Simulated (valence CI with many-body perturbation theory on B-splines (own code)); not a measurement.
## Ladder of approximations for Pt44+

Calculated by configuration interaction combined with many-body perturbation theory (CI+MBPT): six valence electrons over a frozen Dirac-Fock core [Ar] 3d10, radial functions for each j: 9 s, 9 p, 8 d, 6 f, 3 g, 1 h, with the one-electron correlation potential Σ1 (screened to all orders), the two-electron term Σ2, the three-electron term Σ3, Breit, model QED; selected single and double excitations, second order for the rest, scaled by the run's own slope (own B-spline code, finite nucleus).

No measured spectrum was set against this ion. As an estimate, large intervals hold to a few tenths of a per cent, small ones and those within an open d or f shell to about a per cent. Among the levels kept, up to 670 cm⁻¹ of a level comes from second order outside the variational space, and about a tenth of that is noise between levels of different J, which matters for small intervals.

Each rung adds one term. CI alone is the Dirac-Coulomb CI over the frozen core; QED comes last and gives the full result, which names the levels. Energies are above (4s^2 4p1/2^2 4p3/2^2) J=2 on the same rung, in cm⁻¹.

Levels are named by their leading jj configuration (3d3/2^4 stands for four electrons in 3d with j = 3/2), which in mixed levels can hold well under half, so a name can repeat and another be missing. Letters in brackets count levels of one name in rising energy.

| Level | CI alone | + Σ1 | + Σ2 | + Σ3 | + Breit | Full |
| --- | --- | --- | --- | --- | --- | --- |
| (4s^2 4p1/2^2 4p3/2^2) J=0 | 78003 | 78020 | 76979 | 76661 | 77123 | 77118 |
| (4s^2 4p1/2 4p3/2^3) J=1 | 995696 | 998063 | 1000370 | 1000470 | 989551 | 990593 |
| (4s^2 4p1/2 4p3/2^3) J=2 | 1035610 | 1037980 | 1039810 | 1039740 | 1028340 | 1029380 |
| (4s^2 4p1/2^2 4p3/2 4d3/2) J=2 | 1361350 | 1359380 | 1357340 | 1357850 | 1354920 | 1352630 |
| (4s^2 4p1/2^2 4p3/2 4d3/2) J=0 | 1386990 | 1385030 | 1382870 | 1383350 | 1380850 | 1378450 |
| (4s^2 4p1/2^2 4p3/2 4d3/2) J=1 | 1389060 | 1387140 | 1384870 | 1385340 | 1382320 | 1379800 |
| (4s^2 4p1/2^2 4p3/2 4d3/2) J=3 | 1396310 | 1394370 | 1392050 | 1392420 | 1388920 | 1386680 |
| (4s^2 4p1/2^2 4p3/2 4d5/2) J=4 | 1593420 | 1592380 | 1589880 | 1590410 | 1582600 | 1580870 |
| (4s^2 4p1/2^2 4p3/2 4d5/2) J=2 | 1608100 | 1607260 | 1604590 | 1605190 | 1598050 | 1595670 |
| (4s^2 4p1/2^2 4p3/2 4d5/2) J=3 | 1717970 | 1716950 | 1709370 | 1709350 | 1701690 | 1699960 |
| (4s^2 4p1/2^2 4p3/2 4d5/2) J=1 | 1746440 | 1745500 | 1739610 | 1739410 | 1732260 | 1730230 |
| (4s 4p1/2^2 4p3/2^3) J=2 | 1928230 | 1929410 | 1927440 | 1927870 | 1924960 | 1915430 |
| (4s 4p1/2^2 4p3/2^3) J=1 | 2031660 | 2032900 | 2028800 | 2029100 | 2025820 | 2016400 |
| (4s^2 4p3/2^4) J=0 | 2062200 | 2066930 | 2070580 | 2070450 | 2048680 | 2050680 |
| (4s^2 4p1/2 4p3/2^2 4d3/2) J=1 [a] | 2318540 | 2318940 | 2319270 | 2320090 | 2306180 | 2304690 |
| (4s^2 4p1/2 4p3/2^2 4d3/2) J=2 [a] | 2318950 | 2319330 | 2320000 | 2320840 | 2306470 | 2305230 |
| (4s^2 4p1/2 4p3/2^2 4d3/2) J=0 | 2321420 | 2321830 | 2322600 | 2323460 | 2309200 | 2307730 |
| (4s^2 4p1/2 4p3/2^2 4d3/2) J=3 [a] | 2352860 | 2353270 | 2353590 | 2354270 | 2339170 | 2337960 |
| (4s^2 4p1/2 4p3/2^2 4d3/2) J=4 | 2390450 | 2390840 | 2390860 | 2391300 | 2375750 | 2374520 |
| (4s^2 4p1/2 4p3/2^2 4d3/2) J=2 [b] | 2437860 | 2438280 | 2437250 | 2437550 | 2423060 | 2421780 |
| (4s^2 4p1/2 4p3/2^2 4d3/2) J=3 [b] | 2517810 | 2518480 | 2512510 | 2512630 | 2497040 | 2495930 |
| (4s^2 4p1/2 4p3/2^2 4d3/2) J=2 [c] | 2529700 | 2530190 | 2521770 | 2521720 | 2507680 | 2506030 |
| (4s^2 4p1/2 4p3/2^2 4d3/2) J=1 [b] | 2537250 | 2537820 | 2529010 | 2529000 | 2515270 | 2513350 |
| (4s^2 4p1/2 4p3/2^2 4d5/2) J=4 [a] | 2539230 | 2540540 | 2540980 | 2541790 | 2522990 | 2522270 |
| (4s^2 4p1/2 4p3/2^2 4d5/2) J=3 [a] | 2541880 | 2542940 | 2541570 | 2542210 | 2524320 | 2523530 |
| (4s^2 4p1/2 4p3/2^2 4d5/2) J=1 [a] | 2588860 | 2590230 | 2588660 | 2589040 | 2571780 | 2570330 |
| (4s^2 4p1/2 4p3/2^2 4d5/2) J=4 [b] | 2590620 | 2591930 | 2591900 | 2592500 | 2572970 | 2572240 |
| (4s^2 4p1/2 4p3/2^2 4d5/2) J=0 | 2592350 | 2593880 | 2594460 | 2595190 | 2577010 | 2575380 |
| (4s^2 4p1/2 4p3/2^2 4d3/2) J=1 [c] | 2607550 | 2608140 | 2600380 | 2600230 | 2585490 | 2583850 |
| (4s^2 4p1/2 4p3/2^2 4d5/2) J=5 | 2605580 | 2606900 | 2607020 | 2607500 | 2587430 | 2586620 |
| (4s^2 4p1/2 4p3/2^2 4d5/2) J=2 [a] | 2672800 | 2674140 | 2672960 | 2673150 | 2655020 | 2654340 |

Question: How does the ionisation energy move along the ladder, and which term matters most?

Answer: CI alone 2293.8, + Σ1 2295.4, + Σ2 2295.8, + Σ3 2295.3, + Breit 2293.6, + QED 2293.4 eV. The largest step is Breit, -1.7 eV. NIST lists 2291 ± 4 eV (theoretical).
